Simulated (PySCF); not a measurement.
Ligands exchanged one at a time, Al NH2-H. All species are isolated molecules in the gas phase. Strings in code marks are SMILES.

The T1 excitation (TDA) from two functionals at the same geometries (r2SCAN-D4/def2-TZVP), both in PySCF: PBE-D3(BJ)/def2-TZVP and r2SCAN-D4/def2-TZVP. Excitations are Tamm–Dancoff values on a coarser integration grid. The basis has no diffuse functions, so Rydberg states are missing or too high.

```json
[
 {"species": "0 of 3 NH2 replaced by H", "PBE-D3(BJ)/def2-TZVP (eV)": "4.64"},
 {"species": "1 of 3 NH2 replaced by H (`[NH2][AlH][NH2]`)", "PBE-D3(BJ)/def2-TZVP (eV)": "4.95"},
 {"species": "2 of 3 NH2 replaced by H", "PBE-D3(BJ)/def2-TZVP (eV)": "4.40"}
]
```

### Question
What does r2SCAN-D4/def2-TZVP give for each?

### Answer

- 0 of 3 NH2 replaced by H: 5.30
- 1 of 3 NH2 replaced by H (`[NH2][AlH][NH2]`): 5.39
- 2 of 3 NH2 replaced by H: 4.76
Over these rows, drawn at random from the members with no instability flagged (it was tested for open shells, ions and some series alone), PBE minus r2SCAN-D4: mean -0.49 eV, from -0.66 eV to -0.36 eV.
